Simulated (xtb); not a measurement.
xtb input:

```bash
xtb mol.xyz --gfn 2 --sp --chrg -1 --uhf 0
```
mol.xyz:
```
12

C     -2.26044247    -0.24252192    -0.05340764
C     -0.82067744     0.26253588    -0.14936143
C      0.25189949    -0.73028271     0.27140453
C      1.80661687    -0.21263278     0.18673843
O      1.88073195     0.95322808    -0.21320112
H     -2.41248798    -1.12662500    -0.68090014
H     -2.99188114     0.51702024    -0.36955268
H     -2.51031043    -0.53279875     0.97215867
H     -0.70816362     1.17081772     0.45296133
H     -0.61206232     0.58579998    -1.17528924
H      0.11025669    -1.05757532     1.31186212
H      0.21441439    -1.64505429    -0.33787460
```

Which total energy does the run end on?

-16.28487 Eh (GFN2-xTB).

It need not be the lowest isomer of its formula. Whether it binds its extra electron was not tested at this geometry.
